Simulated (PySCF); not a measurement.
C₄H₉F₂O (charge +1).
SMILES: `[O+](CF)(C)[C@H](F)C`

The closed-shell SCF was solved with PySCF and density fitting under several settings on one GFN2-xTB geometry (grid level 2 and gas phase unless stated).

```
                                                  settings  basis functions  SCF cycles     E (Eh)  HOMO (eV)  LUMO (eV)
                                             PBE0/pcSseg-1              164          14  -431.9282     -15.27      -3.98
                                            PBE0/def2-SVPD              221          14  -431.6761     -15.30      -4.01
                  PBE0/def2-SVP, IEF-PCM dimethylsulfoxide              143          14  -431.7400     -10.69       0.90
                                               PBE0/STO-3G               44          11  -426.3015     -12.06      -1.61
OLYP/pcseg-1, grid level 1, fitting basis def2-qzvpp-jkfit              143          11  -432.1898     -13.41      -5.08
```

Q: Estimate the rows for these settings: (1) OLYP/IGLO-II; (2) PBE/pcSseg-1; (3) B97-D/def2-SVPD, level shift 0.1 Eh, start guess huckel.

A: 
```json
{"settings": "OLYP/IGLO-II", "basis functions": "208", "SCF cycles": "16", "E (Eh)": "-432.4086", "HOMO (eV)": "-13.36", "LUMO (eV)": "-5.03"}
{"settings": "PBE/pcSseg-1", "basis functions": "164", "SCF cycles": "15", "E (Eh)": "-431.9089", "HOMO (eV)": "-13.47", "LUMO (eV)": "-5.25"}
{"settings": "B97-D/def2-SVPD, level shift 0.1 Eh, start guess huckel", "basis functions": "221", "SCF cycles": "13", "E (Eh)": "-431.8741", "HOMO (eV)": "-13.62", "LUMO (eV)": "-5.09"}
```

Q: Over all rows, what range does the HOMO–LUMO gap span?

A: From 8.22 eV (PBE/pcSseg-1) to 11.59 eV (PBE0/def2-SVP, IEF-PCM dimethylsulfoxide). The functional of the narrowest has no exact exchange, that of the widest 25 % exact exchange.

Q: Compare two rows with the functional OLYP: OLYP/IGLO-II and OLYP/pcseg-1, grid level 1, fitting basis def2-qzvpp-jkfit. Which energy is lower, and by how much?

A: OLYP/IGLO-II (208 functions) lies 0.2188 Eh or 137 kcal/mol below OLYP/pcseg-1, grid level 1, fitting basis def2-qzvpp-jkfit (143 functions).

B97-D ran without the empirical dispersion term, which would shift the total energy alone. Cycle counts include a coarse-grid stage where the run had one. One conformer (not necessarily the lowest) at the GFN2-xTB geometry, without vibrations or thermal averaging.

Conformer computed: `[CH3:1][C@@H:2]([F:3])[O+:4]([CH3:5])[CH2:6][F:7]`: C1–C2–O4–C5 -64°, C2–O4–C6–F7 -64°.
